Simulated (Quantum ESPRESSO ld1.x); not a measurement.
The numbers below are computed, except where a source is named.
Question: The mean radii <r> (bohr) of the occupied orbitals of an atom or ion are listed with their occupations. Level of theory: Dirac Kohn-Sham, PBE, spin-unpolarised, spherical densities, point nucleus (ld1.x of Quantum ESPRESSO 7.5).

| orbital | occ. | <r> |
|---|---|---|
| 1s1/2 | 2 | 0.01651 |
| 2s1/2 | 1 | 0.06618 |

Name the element and its charge. Open shells, if any, are shared by 2j + 1.

Answer: Z = 80, mercury, charge +77: Hg77+ in [He] 2s1. The 1s radius gives Z: for a bare nucleus <r> = (2 gamma + 1)/(2Z) with gamma = sqrt(1 - (Z/c)^2), 0.0164 bohr for Z = 80, and screening makes it slightly larger (0.01651 here). The occupations add up to 3, and the charge is Z minus that.
